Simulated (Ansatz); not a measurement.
Stepwise reaction of `CCB(O)CC` with ammonia, as a gas-phase model of exchange steps in deposition or etching. ΔE in kJ/mol.

Computed with Ansatz on PBE0-D4/def2-TZVP structures; ΔE is electronic, products minus reactants. CBS: MP2 limit from def2 TZ/QZ plus the TZ coupled-cluster correction, frozen cores. This one scheme is used for every species. Functionals use def2-TZVPP. B3LYP here is the variant with VWN-RPA as its local correlation; programs differ in this. Each species was taken in one conformer, which may not be the lowest.

```
step                             reaction  PBE-D4  B3LYP-D4  ωB97M-V  CCSD(T)/CBS
   1  `CCB(O)CC` + NH₃ → `CCB(N)O` + `CC`  -106.6    -112.6   -109.4       -106.8
   2    `CCB(N)O` + NH₃ → `NB(N)O` + `CC`   -79.1     -86.3    -83.7        -81.6
```

(1) By hand: ΔE of the 2 steps together at CCSD(T)/CBS.

## Answers

(1) (-106.8) + (-81.6) = -188.4 kJ/mol, or -94.2 kJ/mol a step.

In ΔE each step is higher than the one before. All are downhill at CCSD(T)/CBS. PBE-D4 differs from CCSD(T)/CBS by 0.2 to 2.5 kJ/mol a step. Isolated molecules leave out the surface, adducts and barriers. Largest T1 diagnostic: 0.011.
